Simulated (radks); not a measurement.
Polarisabilities and homonuclear dispersion coefficients (atomic units). All-electron calculation, scalar-relativistic Kohn-Sham, LB94 model potential, spin-polarised, spherical densities, finite nucleus; open shells are filled with parallel spins first; Fermi nuclear charge, rms radius of each element as measured or else 0.836 A^(1/3) + 0.57 fm. Program: a radial shooting solver on a logarithmic mesh with Libxc functionals. Response by self-consistent Sternheimer equations with the Hartree and adiabatic LDA kernel, the relativistic mass of each level held fixed and spin-orbit coupling left out. For heavy and open-shell atoms this level of theory can miss by tens of per cent. "Uncoupled" leaves out the induced potential. Quadrupole and octupole values are given only where no p, d or f shell is open.

species,configuration,alpha1 (bohr^3),"alpha1, uncoupled",alpha2 (bohr^5),alpha3 (bohr^7),C6,C8,recommended alpha1
Cu,[Ar] 3d10 4s1,29.20,42.96,208.4,2738,162.5,6158,46.5 +/- 0.5
Cu+,[Ar] 3d10,5.923,8.018,35.66,150.5,19.56,345.9,-
Cu2+,[Ar] 3d9,2.768,3.518,-,-,7.571,-,-
Cu3+,[Ar] 3d8,1.561,1.928,-,-,3.643,-,-
Cu4+,[Ar] 3d7,0.9986,1.226,-,-,2.021,-,-
Cu5+,[Ar] 3d6,0.7031,0.8729,-,-,1.243,-,-
Cu6+,[Ar] 3d5,0.5351,0.6795,-,-,0.8257,-,-

Recommended values: Schwerdtfeger and Nagle, table of static dipole polarisabilities (2023 update), measured or computed.
